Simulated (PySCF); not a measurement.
Input for PySCF: R-HF/STO-3G on C2H6O3 (a complex), monomers drawn apart or pushed together.

```python
from pyscf import gto, scf, dft, mp
from pyscf.data.elements import chemcore

mol = gto.M(
    atom='''
    C    -0.18959984   -0.35027155    0.18298513
    O     0.48929812   -0.80551941    1.35222821
    H    -0.90401098    0.44544238    0.41406080
    H    -0.72878482   -1.20179257   -0.22782492
    H     0.51964067    0.01102285   -0.56553982
    H     0.93739835   -0.05470029    1.77985290
    O     0.75588103    1.17026918    4.91189755
    C    -0.05451813    0.53614104    5.54919157
    O    -0.71025252   -0.53156372    5.12369018
    H    -0.33853254    0.78963221    6.57832582
    H    -0.42188651   -0.72285217    4.18747131
    ''',
    basis='sto-3g',
    charge=0, spin=0, verbose=3, max_memory=1800)
mf = scf.RHF(mol)
mf.conv_tol = 1e-8
mf.max_cycle = 100
mf.kernel()
if not mf.converged:
    mf = mf.newton().run(mf.mo_coeff, mf.mo_occ)
```

Program output:

```
converged SCF energy = -299.762651484663
```

The run converged.

Cost: about 0.12 core-seconds (a rough figure).
